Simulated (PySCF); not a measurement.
Atoms are numbered as in `[SiH3:1][c:2]1[n:3][n:4][n:5][cH:6][c:7]1[CH:8]1[CH2:9][CH2:10]1`. Each H is labelled by its parent atom. Ha(C9), Ha(C10) are cis to C7 on the ring; Hb(C9), Hb(C10) are trans to C7 on the ring.

- NMR shieldings at KT3/pcSseg-1/GIAO
- geometry from PBE0-D3(BJ)/def2-SVP
- run in PySCF 2.14
- non-relativistic Hamiltonian, rapidly exchanging positions averaged, single conformer, isolated molecule

Q: List the cross peaks expected in HSQC, COSY and HMBC spectra.

A: 

HSQC (one-bond C–H):
```tsv
δH	δC
7.76 (H(C6))	131.3 (C6)
1.41 (H(C8))	15.4 (C8)
1.37 (Hb(C9)/Hb(C10))	16.6 (C9/C10)
0.89 (Ha(C9)/Ha(C10))	16.6 (C9/C10)
```

COSY cross peaks (H two or three bonds apart, from the bond graph; peaks can be absent where the dihedral angle is near 90°):
```tsv
δH	δH
1.41 (H(C8))	1.37 (Hb(C9)/Hb(C10))
1.41 (H(C8))	0.89 (Ha(C9)/Ha(C10))
1.37 (Hb(C9)/Hb(C10))	0.89 (Ha(C9)/Ha(C10))
```

HMBC (two and three bonds, from the bond graph; two-bond peaks within aromatic rings are usually weak or absent):
```tsv
δH	δC
7.76 (H(C6))	149.8 (C2), 133.5 (C7), 15.4 (C8)
4.67 (H(Si1))	149.8 (C2), 133.5 (C7)
1.41 (H(C8))	149.8 (C2), 133.5 (C7), 131.3 (C6), 16.6 (C9/C10)
1.37 (Hb(C9)/Hb(C10))	133.5 (C7), 16.6 (C9/C10), 15.4 (C8)
0.89 (Ha(C9)/Ha(C10))	133.5 (C7), 16.6 (C9/C10), 15.4 (C8)
```

References, each an isolated molecule treated in the same way: ¹H (σ = 31.32 ppm) and ¹³C (σ = 182.31 ppm) vs TMS.

Short H···H contacts in this conformer between protons four or more bonds apart (candidates for NOE cross peaks, intensity ∝ r⁻⁶): H(C6)···Ha(C10) 2.33 Å, H(Si1)···H(C8) 2.68 Å.

Shifts are as computed, not scaled to solution data. Of 1328 compounds with measured shifts, 309 miss one by over three times the rms of a fit or turn the order of signals round; such compounds aren't used in these exercises. Signals without a measured value on file couldn't be tested in this way.
